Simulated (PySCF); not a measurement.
BFH2O. Atoms are numbered in the order given.

```xyz
5

B     -0.4507    -0.0245     0.0000
H     -1.6438    -0.0351     0.0000
F      0.2058    -1.1781     0.0000
O      0.2856     1.1061     0.0000
H     -0.2394     1.9119     0.0000
```
Charge 0, spin multiplicity 1.

Geometry: B3LYP-D3(BJ)/def2-TZVP. One conformer was computed; it need not be the lowest.

The numbers are results of M06-2X/def2-TZVPD (PySCF), not measurements.

Mulliken values depend strongly on the basis, most of all with diffuse functions as here. Atomic charges (e):

| atom | Mulliken | meta-Löwdin |
|---|---|---|
| B1 | 0.51 | 0.50 |
| H2 | -0.01 | … |
| F3 | -0.32 | … |
| O4 | -0.53 | -0.52 |
| H5 | 0.35 | … |

**Question.** Some entries are withheld; supply them. (An estimate is asked for; the answer gives what the named calculation found.)

**Answer.** 
- H2, meta-Löwdin: -0.03
- F3, meta-Löwdin: -0.32
- H5, meta-Löwdin: 0.37
